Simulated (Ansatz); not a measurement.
`[SiH3][SiH2][SiH2][GeH2][SiH2][GeH3]` + `CCSS` → `CCSS[SiH3]` + `[SiH3][SiH2][GeH2][SiH2][GeH3]`  (cleavage of the Si–Si bond)

Gas-phase electronic energies from Ansatz, PBE0-D4/def2-TZVP geometries. CCSD(T)/CBS adds triple-zeta CCSD(T) − MP2 to the extrapolated MP2 energy (def2 sets, frozen cores). For Ge outer-core shells are correlated without core-valence functions, which leaves a few kJ/mol of doubt a bond. Scalar relativity is left out up to krypton. One conformer a species, not always the lowest.

```
                               species  CCSD(T)/CBS(def2) energy (Eh)
`[SiH3][SiH2][SiH2][GeH2][SiH2][GeH3]`                    -5316.96063
                                `CCSS`                     -875.27138
                          `CCSS[SiH3]`                    -1165.57385
      `[SiH3][SiH2][GeH2][SiH2][GeH3]`                    -5026.67652
```

Problem. Work out ΔE.

Solution. ΔE = (-1165.57385) + (-5026.67652) − (-5316.96063) − (-875.27138) = -0.01836 Eh = -48.2 kJ/mol.

Largest T1 diagnostic among the species: 0.013.

At CCSD(T), def2-SVP lies +3.9 kJ/mol from the extrapolated value and def2-TZVPP +2.3 kJ/mol. In def2-TZVPP, CCSD(T) changes the Hartree–Fock value by +12.5 kJ/mol (the triples alone add +0.4 kJ/mol) and MP2 by +3.2 kJ/mol.
